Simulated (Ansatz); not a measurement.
Consider the ligand exchange at the Si–O bond: `[SiH3][O][In]([SH])[Br]` + `C[O][Mg][OH]` → `C[O][Mg][O][SiH3]` + `[OH][In]([SH])[Br]`.

Gas-phase electronic energies from Ansatz, PBE0-D4/def2-TZVP geometries. CCSD(T)/CBS is the MP2 limit (def2-TZVPP, def2-QZVPP) plus CCSD(T) − MP2 in def2-TZVPP, frozen cores. Functionals use def2-TZVPP. B3LYP here is the variant with VWN-RPA as its local correlation; programs differ in this. def2 core potentials past Kr. For Br, In, Mg outer-core shells are correlated without core-valence functions, which leaves a few kJ/mol of doubt a bond. Scalar relativity is left out up to krypton. Each species was taken in one conformer, which may not be the lowest.

```
             level  ΔE (kJ/mol)  difference from CCSD(T)/CBS
            PBE-D4        -24.3                         -1.4
         r2SCAN-D4        -24.2                         -1.3
           PBE0-D4        -22.7                          0.2
          B3LYP-D4        -21.4                          1.5
           ωB97X-V        -21.3                          1.6
           ωB97M-V        -21.1                          1.8
            B2PLYP        -23.7                         -0.8
               PBE        -26.9                         -4.0
            r2SCAN        -25.1                         -2.2
              PBE0        -25.3                         -2.4
             B3LYP        -25.6                         -2.7
     HF/def2-TZVPP        -22.4                          0.5
    MP2/def2-TZVPP        -20.7                          2.2
SCS-MP2/def2-TZVPP        -21.7                          1.2
   CCSD/def2-TZVPP        -22.1                          0.8
CCSD(T)/def2-TZVPP        -22.2                          0.7
     HF/def2-QZVPP        -22.8                          0.1
    MP2/def2-QZVPP        -21.2                          1.7
SCS-MP2/def2-QZVPP        -22.2                          0.7
      HF/CBS(def2)        -22.8                          0.1
     MP2/CBS(def2)        -21.4                          1.5
    CCSD/CBS(def2)        -22.8                          0.1
       CCSD(T)/CBS        -22.9                            0
```

Largest T1 diagnostic among the species: 0.013.

The D4 term adds +4.2 kJ/mol with B3LYP and +2.6 kJ/mol with PBE0; it sums over pairs of atoms, weighted by their polarisabilities, and B3LYP, whose exchange is more repulsive, gets the larger term.
